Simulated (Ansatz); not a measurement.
One change: `C[SiH](F)[O][AlH2]` becomes `C[SiH](F)F`.

Ansatz, PBE0-D4/def2-TZVP geometries, multiplicity 1. Each molecule was computed in one conformer, which needn't be the lowest.

| property | `C[SiH](F)[O][AlH2]` |
| --- | --- |
| HOMO energy (PBE0/def2-TZVPP) / eV | -8.45 |
| HOMO–LUMO gap (PBE/def2-TZVPP) / eV | 5.13 |
| LUMO energy (PBE/def2-TZVPP) / eV | -2.00 |
| HOMO energy (ωB97M-V/def2-TZVPP) / eV | -10.69 |
| LUMO energy (ωB97M-V/def2-TZVPP) / eV | 0.35 |
| size of the dipole moment (B3LYP/def2-TZVPP) / D | 1.53 |

(1) Give the same properties after the change, and the shifts. (Best estimate.)

Results:

(1) The calculation gave: 
```csv
property,`C[SiH](F)F`,shift
HOMO energy (PBE0/def2-TZVPP) / eV,-9.37,-0.92
HOMO–LUMO gap (PBE/def2-TZVPP) / eV,8.05,2.92
LUMO energy (PBE/def2-TZVPP) / eV,0.14,2.14
HOMO energy (ωB97M-V/def2-TZVPP) / eV,-11.64,-0.95
LUMO energy (ωB97M-V/def2-TZVPP) / eV,2.54,2.19
size of the dipole moment (B3LYP/def2-TZVPP) / D,2.12,0.59
```

With PBE0 the HOMO falls by 0.92 eV and the LUMO rises by 2.27 eV, so the gap widens by about 3.19 eV. PBE moves the HOMO by -0.78 eV and ωB97M-V by -0.95 eV. Dipoles are sizes alone; their direction can turn.

B3LYP here is the variant with VWN-RPA as its local correlation; programs differ in this.
